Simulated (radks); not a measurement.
Results of a calculation; reference values are marked as such.
Excited configurations of C: one electron is placed in a higher orbital outside [He] 2s2 2p1. The ground configuration is [He] 2s2 2p2. Level of theory: Dirac Kohn-Sham, PBE, spin-unpolarised, spherical densities, point nucleus; open shells fill j = l - 1/2 first (a radial shooting solver on a logarithmic mesh with Libxc functionals). Excitation = E - E(ground); binding = E(ion) - E, where the ion is the core of charge +1; n* = 1/sqrt(2 binding) in atomic units, and the quantum defect is n - n*.

outer orbital	excitation (eV)	binding (eV)	n*	quantum defect	eigenvalue (eV)	<r> (bohr)
4s1/2	9.118	1.748	2.790	1.210	-1.050	12.36
5d3/2	10.184	0.681	4.470	0.530	-0.418	29.97
6p1/2	10.283	0.583	4.833	1.167	-0.383	37.76
6d3/2	10.381	0.484	5.299	0.701	-0.314	44.08
6f5/2	10.416	0.449	5.506	0.494	-0.285	44.70
7s1/2	10.396	0.470	5.382	1.618	-0.319	48.39

The Delta-SCF ionisation energy is 10.865 eV (NIST Atomic Spectra Database: 11.260 eV, measured). Self-interaction in the functional shifts the binding energies and quantum defects, so they are the method's values and not measured ones. Spin polarisation and multiplet splitting are left out, so open shells lie too high by an amount that depends on their filling.

Beside tabulated values, note that spin-unpolarised runs miss the spin-polarisation part of the exchange energy of open shells.
